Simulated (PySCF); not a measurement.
Spin states of KS⁺

Unrestricted PBE0; K 6-31G(d,p), S 6-31G(d,p); no relativity (PySCF 2.14). Outer shells of the fragments: K+ closed shells only; S 3s2 3p4.

Followed along the bond (rough minima from three points):

| 2Ms+1 | unpaired | ⟨S²⟩ at the start | R at minimum (Å) | Te (eV) |
| --- | --- | --- | --- | --- |
| 3 | π ↑↑ | 2.00 | 3.39 | 0.00 |
| 3 | σ ↑, π ↑ | 2.00 | 3.82 | 0.31 |
| 1 | π ↑↓ | 1.01 | 3.39 | 0.44 |
| 1 | σ ↓, π ↑ | 1.01 | 3.81 | 0.74 |

Solutions found at the starting distance of 3.030 Å, counted from the lowest of them; the search is not exhaustive and high or unbound solutions are not listed, so other states can lie among these:

```json
{"2Ms+1": "3", "unpaired": "π ↑↑", "term": "³Σ⁻", "E (eV)": "0.00", "⟨S²⟩": "2.00", "⟨Lz²⟩": "0.00", "μ (D)": "-5.47"}
{"2Ms+1": "3", "unpaired": "σ ↑, π ↑", "term": "³Π", "E (eV)": "0.33", "⟨S²⟩": "2.00", "⟨Lz²⟩": "1.01", "μ (D)": "-5.60"}
{"2Ms+1": "1", "unpaired": "π ↑↓", "term": "mixed", "E (eV)": "0.44", "⟨S²⟩": "1.01", "⟨Lz²⟩": "2.01", "μ (D)": "-5.47"}
{"2Ms+1": "1", "unpaired": "σ ↓, π ↑", "term": "mixed", "E (eV)": "0.76", "⟨S²⟩": "1.01", "⟨Lz²⟩": "1.01", "μ (D)": "-5.61"}
{"2Ms+1": "1", "unpaired": "none", "term": "mixed", "E (eV)": "1.87", "⟨S²⟩": "0.00", "⟨Lz²⟩": "2.00", "μ (D)": "-5.43"}
{"2Ms+1": "3", "unpaired": "σ ↑↑, π ↑↓", "term": "mixed", "E (eV)": "7.79", "⟨S²⟩": "3.01", "⟨Lz²⟩": "2.02", "μ (D)": "3.03"}
{"2Ms+1": "1", "unpaired": "σ ↓↓, π ↑↑", "term": "mixed", "E (eV)": "7.84", "⟨S²⟩": "2.01", "⟨Lz²⟩": "0.00", "μ (D)": "3.35"}
{"2Ms+1": "3", "unpaired": "σ ↑, π ↑", "term": "³Π", "E (eV)": "9.14", "⟨S²⟩": "2.00", "⟨Lz²⟩": "1.01", "μ (D)": "2.57"}
{"2Ms+1": "1", "unpaired": "σ ↓, π ↑", "term": "mixed", "E (eV)": "9.21", "⟨S²⟩": "1.00", "⟨Lz²⟩": "1.01", "μ (D)": "2.91"}
{"2Ms+1": "3", "unpaired": "σ ↑, π ↑↑↓", "term": "mixed", "E (eV)": "9.22", "⟨S²⟩": "3.01", "⟨Lz²⟩": "3.02", "μ (D)": "2.83"}
```

A term symbol is given only where ⟨S²⟩ and ⟨Lz²⟩ are close to those of a pure state; real π, δ and φ orbitals otherwise mix terms. A positive dipole points towards S; it is taken about the centre of mass and depends on that origin.

Counting both spins, an empty level lies below a filled one in some of these solutions, because spin and occupation are held.
